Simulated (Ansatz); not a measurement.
ZnN4O2H14, relaxed as a singlet with RKS B3LYP-D4/def2-SVP in Ansatz, starting from the GFN2-xTB geometry. Force threshold 0.02 eV/Å.

In the singlet geometry the species has come apart into loosely held pieces.

Start:

```tsv
atom	x (Å)	y (Å)	z (Å)
N1	1.692	1.631	-0.124
N2	-1.684	-1.635	0.149
N3	-1.236	1.290	1.539
N4	1.229	-1.275	-1.557
O5	0.583	-0.829	1.553
O6	-0.578	0.844	-1.546
Zn7	0.001	0.012	0.006
H8	1.511	-1.046	1.554
H9	-1.524	0.955	-1.601
H10	1.186	1.953	-0.941
H11	2.641	1.408	-0.394
H12	1.717	2.377	0.557
H13	-1.155	-1.915	0.969
H14	-1.687	-2.404	-0.508
H15	-2.638	-1.444	0.425
H16	-2.232	1.163	1.665
H17	-1.015	2.266	1.680
H18	-0.748	0.740	2.236
H19	0.976	-2.237	-1.737
H20	2.224	-1.171	-1.707
H21	0.736	-0.682	-2.217
```

```csv
step,energy (eV),largest force component (eV/Å),SCF passes
1,-58691.6493,0.717,18
2,-58691.8643,0.518,18
3,-58691.9057,0.403,19
4,-58691.9275,0.604,19
5,-58691.9435,0.783,19
6,-58691.9658,0.372,20
7,-58691.9796,0.252,18
8,-58691.9888,0.146,20
9,-58692.0053,0.590,18
10,-58692.0342,0.449,20
11,-58692.0675,0.555,18
14,-58692.2317,0.162,18
17,-58692.3304,0.390,19
20,-58692.4039,0.107,20
23,-58692.4100,0.159,20
26,-58692.4187,0.078,20
29,-58692.4436,0.191,20
32,-58692.4737,0.425,19
35,-58692.5000,0.063,20
38,-58692.5103,0.146,21
41 (rejected),-58692.5134,0.173,20
44,-58692.5164,0.026,21
45,-58692.5165,0.012,13
```

Force components are those of the run's own axes.

End:

```xyz
21

N     1.8839    1.3552    0.1162
N    -2.3162   -1.5253    1.5834
N    -1.4959    1.1875    1.2230
N     2.1134   -0.4835   -2.0130
O     0.1637   -1.4068    0.2374
O    -0.3609    1.0833   -1.8875
Zn   -0.0319    0.4769   -0.1216
H     0.8456   -1.5776    0.9010
H    -0.9672    0.4844   -2.3436
H     1.9130    2.3180   -0.2233
H     2.3302    0.7559   -0.6208
H     2.4399    1.3049    0.9700
H    -1.4126   -1.6965    1.0830
H    -3.0548   -1.9485    1.0180
H    -2.2909   -2.0593    2.4541
H    -1.9927    0.3025    1.4974
H    -2.1563    1.7972    0.7376
H    -1.2086    1.6720    2.0745
H     1.6608   -1.2615   -1.5181
H     2.6203   -0.8628   -2.8123
H     1.3172    0.0839   -2.3555
```

Bonds lost: N2–Zn7, N4–Zn7 (atoms count from 1). The end holds 3 separate pieces.

No frequencies were taken in this run, so the end may be a saddle point.

Run time 3.1 min (4 threads of Arm Neoverse V2 on a shared host), peak host memory 0.64 GiB.
